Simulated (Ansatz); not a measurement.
`[CH3][SnH]([OH])[Br]` and `[OH][SnH]([Br])[Br]` differ in one atom or group.

Ansatz, PBE0-D4/def2-TZVP geometries, multiplicity 1. Each molecule was computed in one conformer, which needn't be the lowest.

Elements past krypton have def2 core potentials. Scalar relativity is left out up to krypton.

| property | `[CH3][SnH]([OH])[Br]` |
| --- | --- |
| HOMO energy (B3LYP/def2-TZVPP) / eV | -7.85 |
| ideal-gas entropy at 298 K and 1 bar (rigid rotor, harmonic PBE0-D4/def2-TZVP) / J/(mol·K) | 381 |
| HOMO–LUMO gap (PBE0/def2-TZVPP) / eV | 7.32 |
| zero-point energy (PBE0-D4/def2-TZVP) / kJ/mol | 149.4 |
| HOMO energy (PBE/def2-TZVPP) / eV | -6.81 |
| LUMO energy (PBE/def2-TZVPP) / eV | -1.70 |

Question: Give the same properties after the change, and the shifts. (Estimate.)

Answer: Computed: 
```tsv
property	`[OH][SnH]([Br])[Br]`	shift
HOMO energy (B3LYP/def2-TZVPP) / eV	-8.33	-0.48
ideal-gas entropy at 298 K and 1 bar (rigid rotor, harmonic PBE0-D4/def2-TZVP) / J/(mol·K)	379	-2
HOMO–LUMO gap (PBE0/def2-TZVPP) / eV	6.51	-0.81
zero-point energy (PBE0-D4/def2-TZVP) / kJ/mol	57.1	-92.3
HOMO energy (PBE/def2-TZVPP) / eV	-7.29	-0.48
LUMO energy (PBE/def2-TZVPP) / eV	-2.97	-1.27
```

With PBE0 the HOMO falls by 0.51 eV and the LUMO falls by 1.32 eV, so the gap narrows by about 0.81 eV. PBE moves the HOMO by -0.48 eV and ωB97M-V by -0.51 eV. The zero-point energy changes by -92.3 kJ/mol with -9 modes. Modes under 60 cm⁻¹, often nearly free rotors, make the harmonic entropy too high.

B3LYP here is the variant with VWN-RPA as its local correlation; programs differ in this.

Spin–orbit coupling is left out; it splits and shifts lone-pair levels of the heavy atoms by tenths of an eV.
